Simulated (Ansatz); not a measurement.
Two structures of SnH$_{5}$BrO, closed shell, reached by relaxing down either side of one saddle point (PBE0-D4/def2-TZVP). Energies are electronic, without zero-point energy. Program: Ansatz 0.2.0. Basis: def2-TZVPP and def2-QZVPP. Cores are frozen in the correlated methods. Filled d shells of the heavier atoms are correlated. Core potentials replace the inner electrons of the atoms past krypton. The def2 sets are not built for correlating such inner shells, so the correlated values are less sure here. Extrapolation: Hartree–Fock as exp(−7.88 √X), correlation as X^−2.97. First:

```xyz
8
angstrom
Sn -0.7217 0.8293 -0.4581
O -0.1894 -0.6294 0.8039
H -0.7953 0.0108 -1.9371
H -2.2283 1.3867 0.1082
H 0.4848 2.0255 -0.3703
H 1.1635 -1.3584 0.3463
Br 2.4259 -1.8975 -0.2194
H -0.1393 -0.3671 1.7267
```

Second:

```xyz
8
angstrom
Sn -0.0049 0.9192 -0.8680
O -0.6165 -1.4103 1.1168
H -0.9831 -0.2420 -1.6177
H -0.6196 1.5980 0.5601
H 0.4662 2.1427 -1.9630
H 0.3188 -1.6227 1.0231
Br 2.1747 -0.1808 -0.2983
H -0.7356 -1.2042 2.0470
```

**Question.** Which bonds change from the first to the second?

**Answer.** SnH₄O ([OH][SnH3]) + HBr → SnH₃Br ([Br][SnH3]) + H₂O; bonds formed: Sn1–Br7, O2–H6; bonds broken: Sn1–O2, H6–Br7.

**Question.** Give the saddle point's structure and its height above each. (An estimate is asked for; the value comes from the calculation.)

**Answer.** The calculation gives: 0.086 eV above the first and 0.981 eV above the second (CCSD(T) at an estimated basis limit (MP2 extrapolated from triple and quadruple zeta, plus CCSD(T) − MP2 in triple zeta)).
```xyz
8
angstrom
Sn -0.5822 0.7353 -0.5046
O -0.2452 -0.7529 0.8684
H -0.7704 -0.1226 -1.9436
H -2.0347 1.3769 0.1165
H 0.7110 1.8201 -0.3890
H 0.8578 -1.1743 0.4634
Br 2.2460 -1.4037 -0.4006
H -0.1823 -0.4788 1.7895
```

The T1 diagnostic stays at or below 0.011.

Labels in which every atom is bracketed show which atoms are joined, not bond orders.

For scale, one of the runs: CCSD(T)/def2-TZVPP, 199 basis functions (an equivalent command: `ansatz run in.yaml --threads 4`). Time: 2.3 min of wall clock on 4 CPU threads; the host was shared. Peak host memory: 2.8 GiB.
